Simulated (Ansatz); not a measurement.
One geometry of the cluster Sb5As⁺, several levels of theory.

```yaml
crystal:
  periodic: [false, false, false]
  atoms:
    - {symbol: As, position_ang: [-2.216004, 2.001632, -0.018253]}
    - {symbol: Sb, position_ang: [-0.408175, 0.233168, -1.234792]}
    - {symbol: Sb, position_ang: [-0.596989, -2.165610, 0.324211]}
    - {symbol: Sb, position_ang: [1.512710, -0.383444, 1.065446]}
    - {symbol: Sb, position_ang: [-0.096437, 2.308513, 1.171230]}
    - {symbol: Sb, position_ang: [1.804895, -1.994250, -1.307842]}
basis:
  gaussian: {orbitals: def2-TZVP, initial_orbitals: start.molden}
total_charge: 1
magnetization: {spin_polarized: true, initial_magnetization: 1}
hamiltonian: {xc: r2scan, dispersion: d4}
scf: {omitted_lower_state_checks: [starts]}
output: {forces: true, orbitals: {seedname: orbitals}}
```

The file start.molden holds the orbitals of an earlier run on this structure, at another level or in another basis.

```sh
$ ansatz run in.yaml --threads 6 --pin off --events-out ev --progress --plain --max-ram 7833MiB
```

It prints (some lines left out):

```
Functional definition: r2SCAN
2288 factors; their error is unknown
mean field evaluation 1: about -93540.3980 eV, gradient 6.8e0 eV
mean field evaluation 2: about -93540.5112 eV, gradient 1.6e-1 eV
mean field evaluation 4: about -93540.4955 eV, gradient 3.3e-3 eV
mean field evaluation 8: about -93540.4955 eV, gradient 2.5e-5 eV
mean field -93540.49545454 eV, -3437.5498039291 hartree, gradient 1.1e-5 eV, S^2 0.836665; 0 other end points of the search recorded, 0 dependent functions left out
reference -93540.49547664 eV, -3437.5498047415 hartree; 74, 73 occupied and 224, 225 virtual orbitals, 2288 factors
Total energy: -93540.61541930 eV, -3437.5542125530 hartree
Atom 0 at    -2.216004     2.001632    -0.018253 Å, force     0.484028    -0.039660     0.134555 eV/Å
Atom 1 at    -0.408175     0.233168    -1.234792 Å, force     0.016426    -0.089110     0.402587 eV/Å
Atom 2 at    -0.596989    -2.165610     0.324211 Å, force     0.383102     0.348487    -0.193569 eV/Å
Atom 3 at     1.512710    -0.383444     1.065446 Å, force    -0.284925    -0.181023    -0.358602 eV/Å
Atom 4 at    -0.096437     2.308513     1.171230 Å, force    -0.349470    -0.194532    -0.299972 eV/Å
Atom 5 at     1.804895    -1.994250    -1.307842 Å, force    -0.249161     0.155837     0.315001 eV/Å
Dipole moment:     0.074210     0.076331     0.094868 e Å
Checks for a lower state left out: starts
```

Run time 47 s (6 threads of Intel Xeon on a shared host), peak host memory 1.7 GiB.

First input, but with `gaussian: {orbitals: STO-3G}`, `hamiltonian: {xc: hf}`, `output: {orbitals: {seedname: orbitals}}` (abridged; 18 s):

```
Functional definition: HF
mean field -910660.55372630 eV, -33466.1580815481 hartree, gradient 1.7e-5 eV, S^2 1.789916
Total energy: -910660.55372630 eV, -33466.1580815481 hartree
Checks for a lower state left out: starts
```

As the first input, with `hamiltonian: {xc: {name: wB97M-V}}`, `output: {orbitals: {seedname: orbitals}}` (abridged; 68 s):

```
Functional definition: wB97M-V
the host lacks memory for fits, so the integrals are decomposed
mean field -93518.80089834 eV, -3436.7525436941 hartree, gradient 1.7e-5 eV, S^2 1.004401
Total energy: -93518.80095052 eV, -3436.7525456115 hartree
Checks for a lower state left out: starts
```

First input, but with `gaussian: {orbitals: def2-SVP, initial_orbitals: start.molden}`, `hamiltonian: {xc: pbe, dispersion: d4}`, `output: {orbitals: {seedname: orbitals}}` (abridged; 4.2 s):

```
Functional definition: PBE
mean field -93510.28026091 eV, -3436.4394160439 hartree, gradient 2.7e-5 eV, S^2 0.761888
Total energy: -93510.90961422 eV, -3436.4625443514 hartree
Checks for a lower state left out: starts
```

The first input with `correlation: {method: mp2}`, `output: {orbitals: {seedname: orbitals}}` and without the key `hamiltonian` (abridged; 34 s):

```
Functional definition: HF
mean field -93346.64167410 eV, -3430.4258088970 hartree, gradient 3.3e-6 eV, S^2 1.665064
29 core orbitals not correlated: weight in the atoms' cores, before any rotation towards them, 1.000 or more for the frozen orbitals, at most 0.000 for the correlated occupied ones
second order -52.90625304 eV of doubles, -0.00000000 eV of singles
Total energy: -93399.54792714 eV, -3432.3700778349 hartree
Checks for a lower state left out: starts
```

As the first input, with `hamiltonian: {xc: pbe}`, `correlation: {method: rpa}` and without the key `output` (abridged; 30 s):

```
Functional definition: PBE
mean field -93518.91940212 eV, -3436.7568986276 hartree, gradient 4.0e-6 eV, S^2 0.762029
29 core orbitals not correlated: weight in the atoms' cores, before any rotation towards them, 1.000 or more for the frozen orbitals, at most 0.000 for the correlated occupied ones
Total energy: -93414.54128460 eV, -3432.9210735587 hartree
Checks for a lower state left out: starts
```

As the first input, with `hamiltonian: {xc: pbe0, dispersion: d4}`, `output: {orbitals: {seedname: orbitals}}` (abridged; 36 s):

```
Functional definition: PBE0
mean field evaluation 16: about -93521.4065 eV, gradient 1.9e-5 eV
mean field -93521.40652562 eV, -3436.8482987304 hartree, gradient 1.9e-5 eV, S^2 0.850343
Total energy: -93521.95657622 eV, -3436.8685127172 hartree
Checks for a lower state left out: starts
```

Geometry: PBE-D4/def2-SVP.

In the def2 sets Sb takes a core potential, while STO-3G treats all electrons; there is no spin–orbit coupling. Correlated methods freeze 29 core orbitals; core or outer-core shells of As, Sb are correlated, in sets that lack core-valence functions. At HF/STO-3G, ωB97M-V/def2-TZVP, MP2/def2-TZVP the charge 1 doublet is spin-contaminated (final ⟨S²⟩ up to 1.79, 0.75 for a pure state). The structure comes from a short search, and lower isomers may exist.
